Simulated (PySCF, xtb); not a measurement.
AlH4, SMILES [AlH4-], charge -1.

GFN2-xTB (xtb) at its own geometry gives an orbital gap of 6.92 eV.

The structure is a stationary point at PBE0-D3(BJ)/def2-TZVPD. The isomer is the one that the SMILES or the coordinates give; other isomers of the formula were not compared.

What does M06-2X/def2-TZVPD run with PySCF give? (Estimate from the structure and the level; the computed values follow.)

gap 7.37 eV (levels -3.44 and 3.92 eV).
